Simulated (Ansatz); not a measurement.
Ansatz (a quantum-chemistry and plane-wave program) input (B3LYP-D3(BJ)/def2-TZVP):

Ansatz 0.2 input:
```yaml
crystal:
  periodic: [false, false, false]
  atoms:
    - {symbol: C, position_ang: [-0.00000000, -0.00000000, -1.88659538]}
    - {symbol: C, position_ang: [-0.00000000, -0.00000000, -0.68177999]}
    - {symbol: C, position_ang: [0.00000000, 0.00000000, 0.68177999]}
    - {symbol: C, position_ang: [0.00000000, 0.00000000, 1.88659538]}
    - {symbol: H, position_ang: [-0.00000000, -0.00000000, -2.94883252]}
    - {symbol: H, position_ang: [0.00000000, 0.00000000, 2.94883252]}
basis:
  gaussian:
    orbitals: def2-TZVP
hamiltonian:
  xc: b3lyp
  dispersion: d3bj
phonons: {temperatures: {t_min: 298.15, t_max: 298.15, t_step: 100}}
```

Output:

```
Functional definition: B3LYP
integrals: 0.04 GiB planned
808 factors; their error is unknown
mean field: 0.41 GiB planned
mean field evaluation 1: about -4171.8004 eV, gradient 5.2e1 eV
mean field evaluation 2: about -4171.3715 eV, gradient 5.1e1 eV
mean field evaluation 4: about -4178.2383 eV, gradient 3.5e0 eV
mean field evaluation 8: about -4178.2646 eV, gradient 5.4e-2 eV
mean field evaluation 16: about -4178.2646 eV, gradient 4.1e-5 eV
mean field -4178.26455294 eV, -153.5483901911 hartree, gradient 1.0e-5 eV, S^2 0.000000; 0 other end points of the search recorded, 0 dependent functions left out
the calculation of the forces begins
reference -4178.26479410 eV, -153.5483990535 hartree; 13, 13 occupied and 123, 123 virtual orbitals, 808 factors
these checks for a lower state are left out or cut short: stability, starts, cluster_reference, orbital_swaps, neighbouring_geometries, increment
integrals: 0.04 GiB planned
808 factors; their error is unknown
mean field: 0.41 GiB planned
mean field -4178.26453850 eV, -153.5483896605 hartree, gradient 2.6e-6 eV, S^2 0.000000; 0 other end points of the search recorded, 0 dependent functions left out
the calculation of the forces begins
reference -4178.26477966 eV, -153.5483985229 hartree; 13, 13 occupied and 123, 123 virtual orbitals, 808 factors
these checks for a lower state are left out or cut short: stability, starts, cluster_reference, orbital_swaps, neighbouring_geometries, increment
integrals: 0.04 GiB planned
808 factors; their error is unknown
mean field: 0.41 GiB planned
mean field evaluation 32: about -4178.2645 eV, gradient 2.6e-6 eV
mean field -4178.26453850 eV, -153.5483896605 hartree, gradient 2.6e-6 eV, S^2 0.000000; 0 other end points of the search recorded, 0 dependent functions left out
the calculation of the forces begins
reference -4178.26477966 eV, -153.5483985229 hartree; 13, 13 occupied and 123, 123 virtual orbitals, 808 factors
these checks for a lower state are left out or cut short: stability, starts, cluster_reference, orbital_swaps, neighbouring_geometries, increment
integrals: 0.04 GiB planned
808 factors; their error is unknown
mean field: 0.41 GiB planned
mean field -4178.26453850 eV, -153.5483896605 hartree, gradient 2.6e-6 eV, S^2 0.000000; 0 other end points of the search recorded, 0 dependent functions left out
the calculation of the forces begins
reference -4178.26477966 eV, -153.5483985229 hartree; 13, 13 occupied and 123, 123 virtual orbitals, 808 factors
these checks for a lower state are left out or cut short: stability, starts, cluster_reference, orbital_swaps, neighbouring_geometries, increment
integrals: 0.04 GiB planned
808 factors; their error is unknown
mean field: 0.41 GiB planned
mean field -4178.26453850 eV, -153.5483896605 hartree, gradient 2.6e-6 eV, S^2 0.000000; 0 other end points of the search recorded, 0 dependent functions left out
the calculation of the forces begins
reference -4178.26477966 eV, -153.5483985229 hartree; 13, 13 occupied and 123, 123 virtual orbitals, 808 factors
these checks for a lower state are left out or cut short: stability, starts, cluster_reference, orbital_swaps, neighbouring_geometries, increment
integrals: 0.04 GiB planned
808 factors; their error is unknown
mean field: 0.41 GiB planned
mean field -4178.26405834 eV, -153.5483720149 hartree, gradient 2.6e-6 eV, S^2 0.000000; 0 other end points of the search recorded, 0 dependent functions left out
the calculation of the forces begins
reference -4178.26429952 eV, -153.5483808782 hartree; 13, 13 occupied and 123, 123 virtual orbitals, 808 factors
these checks for a lower state are left out or cut short: stability, starts, cluster_reference, orbital_swaps, neighbouring_geometries, increment
integrals: 0.04 GiB planned
808 factors; their error is unknown
mean field: 0.41 GiB planned
mean field evaluation 64: about -4178.2641 eV, gradient 2.6e-6 eV
mean field -4178.26414397 eV, -153.5483751619 hartree, gradient 2.6e-6 eV, S^2 0.000000; 0 other end points of the search recorded, 0 dependent functions left out
the calculation of the forces begins
reference -4178.26438510 eV, -153.5483840233 hartree; 13, 13 occupied and 123, 123 virtual orbitals, 808 factors
these checks for a lower state are left out or cut short: stability, starts, cluster_reference, orbital_swaps, neighbouring_geometries, increment
integrals: 0.04 GiB planned
808 factors; their error is unknown
mean field: 0.41 GiB planned
mean field -4178.26453205 eV, -153.5483894234 hartree, gradient 2.6e-6 eV, S^2 0.000000; 0 other end points of the search recorded, 0 dependent functions left out
the calculation of the forces begins
reference -4178.26477320 eV, -153.5483982857 hartree; 13, 13 occupied and 123, 123 virtual orbitals, 808 factors
these checks for a lower state are left out or cut short: stability, starts, cluster_reference, orbital_swaps, neighbouring_geometries, increment
integrals: 0.04 GiB planned
808 factors; their error is unknown
mean field: 0.41 GiB planned
mean field -4178.26453205 eV, -153.5483894234 hartree, gradient 2.6e-6 eV, S^2 0.000000; 0 other end points of the search recorded, 0 dependent functions left out
the calculation of the forces begins
reference -4178.26477320 eV, -153.5483982857 hartree; 13, 13 occupied and 123, 123 virtual orbitals, 808 factors
these checks for a lower state are left out or cut short: stability, starts, cluster_reference, orbital_swaps, neighbouring_geometries, increment
integrals: 0.04 GiB planned
808 factors; their error is unknown
mean field: 0.41 GiB planned
mean field -4178.26453205 eV, -153.5483894234 hartree, gradient 2.6e-6 eV, S^2 0.000000; 0 other end points of the search recorded, 0 dependent functions left out
the calculation of the forces begins
reference -4178.26477320 eV, -153.5483982857 hartree; 13, 13 occupied and 123, 123 virtual orbitals, 808 factors
these checks for a lower state are left out or cut short: stability, starts, cluster_reference, orbital_swaps, neighbouring_geometries, increment
integrals: 0.04 GiB planned
808 factors; their error is unknown
mean field: 0.41 GiB planned
mean field evaluation 96: about -4178.2645 eV, gradient 2.6e-6 eV
mean field -4178.26453205 eV, -153.5483894234 hartree, gradient 2.6e-6 eV, S^2 0.000000; 0 other end points of the search recorded, 0 dependent functions left out
the calculation of the forces begins
reference -4178.26477320 eV, -153.5483982857 hartree; 13, 13 occupied and 123, 123 virtual orbitals, 808 factors
these checks for a lower state are left out or cut short: stability, starts, cluster_reference, orbital_swaps, neighbouring_geometries, increment
integrals: 0.04 GiB planned
808 factors; their error is unknown
mean field: 0.41 GiB planned
mean field -4178.26409151 eV, -153.5483732339 hartree, gradient 2.5e-6 eV, S^2 0.000000; 0 other end points of the search recorded, 0 dependent functions left out
the calculation of the forces begins
reference -4178.26433268 eV, -153.5483820967 hartree; 13, 13 occupied and 123, 123 virtual orbitals, 808 factors
these checks for a lower state are left out or cut short: stability, starts, cluster_reference, orbital_swaps, neighbouring_geometries, increment
integrals: 0.04 GiB planned
808 factors; their error is unknown
mean field: 0.41 GiB planned
mean field -4178.26412573 eV, -153.5483744915 hartree, gradient 2.6e-6 eV, S^2 0.000000; 0 other end points of the search recorded, 0 dependent functions left out
the calculation of the forces begins
reference -4178.26436688 eV, -153.5483833534 hartree; 13, 13 occupied and 123, 123 virtual orbitals, 808 factors
these checks for a lower state are left out or cut short: stability, starts, cluster_reference, orbital_swaps, neighbouring_geometries, increment
integrals: 0.04 GiB planned
808 factors; their error is unknown
mean field: 0.41 GiB planned
mean field -4178.26454885 eV, -153.5483900406 hartree, gradient 2.5e-6 eV, S^2 0.000000; 0 other end points of the search recorded, 0 dependent functions left out
the calculation of the forces begins
reference -4178.26479000 eV, -153.5483989030 hartree; 13, 13 occupied and 123, 123 virtual orbitals, 808 factors
these checks for a lower state are left out or cut short: stability, starts, cluster_reference, orbital_swaps, neighbouring_geometries, increment
integrals: 0.04 GiB planned
808 factors; their error is unknown
mean field: 0.41 GiB planned
mean field evaluation 128: about -4178.2645 eV, gradient 2.5e-6 eV
mean field -4178.26454885 eV, -153.5483900406 hartree, gradient 2.5e-6 eV, S^2 0.000000; 0 other end points of the search recorded, 0 dependent functions left out
the calculation of the forces begins
reference -4178.26479000 eV, -153.5483989030 hartree; 13, 13 occupied and 123, 123 virtual orbitals, 808 factors
these checks for a lower state are left out or cut short: stability, starts, cluster_reference, orbital_swaps, neighbouring_geometries, increment
integrals: 0.04 GiB planned
808 factors; their error is unknown
mean field: 0.41 GiB planned
mean field -4178.26454885 eV, -153.5483900406 hartree, gradient 2.6e-6 eV, S^2 0.000000; 0 other end points of the search recorded, 0 dependent functions left out
the calculation of the forces begins
reference -4178.26479000 eV, -153.5483989030 hartree; 13, 13 occupied and 123, 123 virtual orbitals, 808 factors
these checks for a lower state are left out or cut short: stability, starts, cluster_reference, orbital_swaps, neighbouring_geometries, increment
integrals: 0.04 GiB planned
808 factors; their error is unknown
mean field: 0.41 GiB planned
mean field -4178.26454884 eV, -153.5483900406 hartree, gradient 2.6e-6 eV, S^2 0.000000; 0 other end points of the search recorded, 0 dependent functions left out
the calculation of the forces begins
reference -4178.26479000 eV, -153.5483989030 hartree; 13, 13 occupied and 123, 123 virtual orbitals, 808 factors
these checks for a lower state are left out or cut short: stability, starts, cluster_reference, orbital_swaps, neighbouring_geometries, increment
integrals: 0.04 GiB planned
808 factors; their error is unknown
mean field: 0.41 GiB planned
mean field -4178.26441075 eV, -153.5483849658 hartree, gradient 2.5e-6 eV, S^2 0.000000; 0 other end points of the search recorded, 0 dependent functions left out
the calculation of the forces begins
reference -4178.26465183 eV, -153.5483938253 hartree; 13, 13 occupied and 123, 123 virtual orbitals, 808 factors
these checks for a lower state are left out or cut short: stability, starts, cluster_reference, orbital_swaps, neighbouring_geometries, increment
integrals: 0.04 GiB planned
808 factors; their error is unknown
mean field: 0.41 GiB planned
mean field evaluation 160: about -4178.2644 eV, gradient 2.6e-6 eV
mean field -4178.26444446 eV, -153.5483862044 hartree, gradient 2.6e-6 eV, S^2 0.000000; 0 other end points of the search recorded, 0 dependent functions left out
the calculation of the forces begins
reference -4178.26468569 eV, -153.5483950696 hartree; 13, 13 occupied and 123, 123 virtual orbitals, 808 factors
Total energy: -4178.42934167 eV, -153.5544460651 hartree
Atom 0 at    -0.000000    -0.000000    -1.886595 Å, force     0.000000     0.000000    -0.000125 eV/Å
Atom 1 at    -0.000000    -0.000000    -0.681780 Å, force    -0.000000    -0.000000     0.000156 eV/Å
Atom 2 at     0.000000     0.000000     0.681780 Å, force     0.000000    -0.000000    -0.000156 eV/Å
Atom 3 at     0.000000     0.000000     1.886595 Å, force    -0.000000     0.000000     0.000125 eV/Å
Atom 4 at    -0.000000    -0.000000    -2.948833 Å, force    -0.000000    -0.000000    -0.000022 eV/Å
Atom 5 at     0.000000     0.000000     2.948833 Å, force     0.000000    -0.000000     0.000022 eV/Å
Dipole moment:     0.000000     0.000000    -0.000000 e Å
Vibrations: 239.03 239.03 532.76 532.76 660.47 660.47 665.85 665.85 917.88 2112.74 2281.58 3471.28 3473.31 cm⁻¹, zero-point energy 1.019957 eV
```
